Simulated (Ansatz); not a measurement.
Al2SiO5⁻. The state is a doublet with charge -1. Geometry PBE-D4/def2-SVP, that of the neutral singlet; atoms count from 1.

```xyz
8

Al   -0.119    0.051   -0.077
Al    2.564   -1.107    1.629
Si   -2.030    0.877   -1.289
O    -1.408   -0.682   -1.038
O    -0.821    1.644   -0.379
O    -3.250    1.404   -2.064
O     3.847   -1.659    2.447
O     1.218   -0.527    0.771
```

The structure comes from a short search, and lower isomers may exist.

Estimate the Mulliken populations from the PBE0/def2-TZVPD orbitals of Ansatz.


```
atom  charge (e)  spin (α − β)
 Al1        0.38          0.13
 Al2        0.35          0.35
 Si3        0.66          0.10
  O4       -0.29          0.00
  O5       -0.29          0.00
  O6       -0.60         -0.06
  O7       -0.64          0.04
  O8       -0.58          0.45
```
Mulliken values depend strongly on the basis. With diffuse functions, as here, like atoms can get unlike values, and bond orders can come out too low or too high.

Where does the spin sit?

Summed by element: Al 0.47, Si 0.10, O 0.43, of 1 unpaired in all. Largest on single atoms: O8 0.45, Al2 0.35, Al1 0.13.

And the Mayer bond orders between heavy atoms (over 0.3)?

Al1–O4 0.90 (1.77 Å); Al1–O5 0.89 (1.77 Å); Al1–O8 1.84 (1.68 Å); Al2–O7 2.00 (1.62 Å); Al2–O8 1.11 (1.70 Å); Si3–O4 1.05 (1.70 Å); Si3–O5 1.05 (1.70 Å); Si3–O6 1.90 (1.54 Å).
